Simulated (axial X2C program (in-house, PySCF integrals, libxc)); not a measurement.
The numbers below are computed, except where a source is named.
FeH: input and output

Program: an in-house relativistic program for diatomic molecules.

The run was started with this input:
```json
{"zs": [26, 1], "q": 0, "bas": ["dyall-cv3z", "dyall-v3z"], "levels": ["PBE0", "HF", "TPSS"], "cc": true, "r0": 1.48, "thr": -2.0, "nmax": 90, "npts": 10, "nst": 2, "ntry": 6}
```
```bash
python so2c.py task.json out
```

Keys: zs atomic numbers; q charge; bas basis sets; levels methods; cc coupled cluster on or off; r0 starting distance in Å; thr threshold in hartree for freezing inner shells (an s shell follows its p shell); nmax most natural virtual spinors; npts points on the curve; nst determinants followed; ntry starts of the search. HF also brings MP2.

Output of the HF step, two-component, at R = 1.544 Å for the state Ω = 5/2. It starts from PBE0 orbitals of this distance.

```
two-component X2C + atomic mean field  HF
basis functions 125  fitting functions 693  grid points 5069
iter        total energy     max residual
   1      -1271.506858060     1.10e-01
   2      -1271.538295863     3.00e-02
   3      -1271.551633155     2.91e-02
   4      -1271.561027612     2.15e-02
   5      -1271.568194059     1.08e-02
   6      -1271.569354514     6.67e-03
   7      -1271.570127089     2.49e-03
   8      -1271.570267330     8.87e-04
   9      -1271.570276755     2.25e-04
  10      -1271.570277511     5.98e-05
  11      -1271.570277660     3.40e-05
  12      -1271.570277689     2.64e-05
  13      -1271.570277704     1.97e-05
  14      -1271.570277715     1.24e-05
  15      -1271.570277719     9.15e-06
  16      -1271.570277720     6.09e-06
  17      -1271.570277721     3.41e-06
  18      -1271.570277721     1.86e-06
converged
one-electron -1773.23848134  Coulomb 548.43090184  exact exchange -55.32728040  xc functional 0.00000000  nuclear repulsion 8.91101521  atomic mean-field constant -0.34643304
correlated 9  virtual 183  natural virtual 90  E(MP2) -0.201386540  MP2 remainder -0.007962535
iter   CCSD correlation   residual
   1     -0.199002045   9.98e-02
   2     -0.206017132   5.19e-02
   3     -0.208296979   3.10e-02
   4     -0.209702338   2.09e-02
   5     -0.210724435   1.29e-02
   6     -0.211068748   7.47e-03
   7     -0.211277394   4.49e-03
   8     -0.211344521   2.28e-03
   9     -0.211344085   1.08e-03
  10     -0.211346083   4.64e-04
  11     -0.211347210   2.16e-04
  12     -0.211348319   1.05e-04
  13     -0.211349200   5.87e-05
  14     -0.211349606   3.55e-05
  15     -0.211350429   2.26e-05
  16     -0.211351068   1.47e-05
  17     -0.211351641   9.59e-06
  18     -0.211351844   5.58e-06
  19     -0.211351966   3.35e-06
  20     -0.211352001   1.44e-06
  21     -0.211352002   7.76e-07
(T) -0.006369191  T1 0.0802  D1 0.2227  max T2 0.068
```
Energies are in hartree; totals compare only within one Hamiltonian and basis. T1 is large, a sign of multireference character or of a spin-contaminated reference. T1 in the output is the amplitude norm over the root of the electron number; divide by √2 for the Lee–Taylor value. The determinant is spin-polarised beyond a pure state at some levels (its spin-free form has ⟨S²⟩ too high), which makes Re and μ there less reliable.
